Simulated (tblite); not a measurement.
Isomers of C7H11PSi. Level: GFN2-xTB in tblite, geometry and Hessian alike; calculated harmonic values, unscaled, isolated species. This tight-binding method is rough: wavenumbers can miss measured ones by several per cent, in bad cases by 10 to 20. Modes of hydrogen on phosphorus and silicon can be 10 to 20 % off. One conformer each.

Electronic energies: GFN2-xTB at the same geometries; isomer energies are rough at this level and their order can be wrong.

| SMILES | electronic energy, lowest = 0 (kJ/mol) |
| --- | --- |
| Cc1ccccc1P[SiH3] | 0.0 |
| CCc1ccc([SiH3])cp1 | 66.1 |
| Cc1ccc(P[SiH3])cc1 | 1.8 |
| C=Cc1cc(C)c([SiH3])[pH]1 | 147.6 |
| [SiH3]c1ccp(C2CC2)c1 | 179.5 |

Q: How do GFN2-xTB zero-point energies change the relative energies?

A: 
| SMILES | ZPE (kJ/mol) | of it from modes above 1550 cm⁻¹ | electronic (kJ/mol) | with ZPE, lowest = 0 (kJ/mol) | lowest mode (cm⁻¹) | rings |
| --- | --- | --- | --- | --- | --- | --- |
| Cc1ccccc1P[SiH3] | 389.3 | 200.4 | 0.0 | 0.0 | 34 | 1 |
| Cc1ccc(P[SiH3])cc1 | 389.0 | 200.6 | 1.8 | 1.5 | 32 | 1 |
| CCc1ccc([SiH3])cp1 | 396.5 | 184.7 | 66.1 | 73.4 | 15 | 1 |
| C=Cc1cc(C)c([SiH3])[pH]1 | 382.5 | 200.7 | 147.6 | 140.8 | 71 | 1 |
| [SiH3]c1ccp(C2CC2)c1 | 391.7 | 196.9 | 179.5 | 181.8 | 38 | 2 |

The zero-point energies span 14.0 kJ/mol, from `C=Cc1cc(C)c([SiH3])[pH]1` to `CCc1ccc([SiH3])cp1`. The order is unchanged.

Q: What do entropy and thermal enthalpy add at 298.15 K and 1 bar (rigid rotor, harmonic oscillator, one conformer each)?

A: 
```
                  SMILES  point group  symmetry number  S (J/(mol K))  H − H(0) (kJ/mol)  ZPE + H − H(0) − TS (kJ/mol)
        Cc1ccccc1P[SiH3]           C1                1          438.3              31.56                         290.2
      Cc1ccc(P[SiH3])cc1           C1                1          448.5              32.03                         287.3
C=Cc1cc(C)c([SiH3])[pH]1           C1                1          443.2              33.26                         283.6
    [SiH3]c1ccp(C2CC2)c1           C1                1          436.0              30.98                         292.7
```

Not tabulated: `CCc1ccc([SiH3])cp1` (lowest mode only 15 cm⁻¹).
